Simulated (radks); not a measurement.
The numbers below are computed, except where a source is named.
Trend from Li to Ne: ionisation energy by Delta-SCF between NIST ground configurations, and size. Level of theory: scalar-relativistic Kohn-Sham, PBE, spin-polarised, spherical densities, finite nucleus; open shells are filled with parallel spins first; Fermi nuclear charge, rms radius of each element as measured or else 0.836 A^(1/3) + 0.57 fm (a radial shooting solver on a logarithmic mesh with Libxc functionals).

| species | configuration | configuration of the ion | IE (eV) | NIST (eV) | kind | -e(HOMO) (eV) | r at 0.001 e/bohr^3 (bohr) |
|---|---|---|---|---|---|---|---|
| Li | [He] 2s1 | [He] | 5.591 | 5.392 | exp. | 3.228 (2s) | 4.16 |
| Be | [He] 2s2 | [He] 2s1 | 8.998 | 9.323 | exp. | 5.610 (2s) | 4.12 |
| B | [He] 2s2 2p1 | [He] 2s2 | 8.486 | 8.298 | exp. | 4.019 (2p) | 3.89 |
| C | [He] 2s2 2p2 | [He] 2s2 2p1 | 11.672 | 11.260 | exp. | 6.095 (2p) | 3.64 |
| N | [He] 2s2 2p3 | [He] 2s2 2p2 | 14.904 | 14.534 | exp. | 8.299 (2p) | 3.42 |
| O | [He] 2s2 2p4 | [He] 2s2 2p3 | 13.671 | 13.618 | exp. | 7.186 (2p) | 3.28 |
| F | [He] 2s2 2p5 | [He] 2s2 2p4 | 17.834 | 17.423 | exp. | 10.225 (2p) | 3.12 |
| Ne | [Ne] | [He] 2s2 2p5 | 21.969 | 21.565 | exp. | 13.334 (2p) | 2.98 |

Reference values: NIST Atomic Spectra Database (exp. = measured, semi-emp. = semi-empirical, theory = theoretical value adopted there). Open shells are spherical and high-spin; term and fine-structure splittings are not resolved.
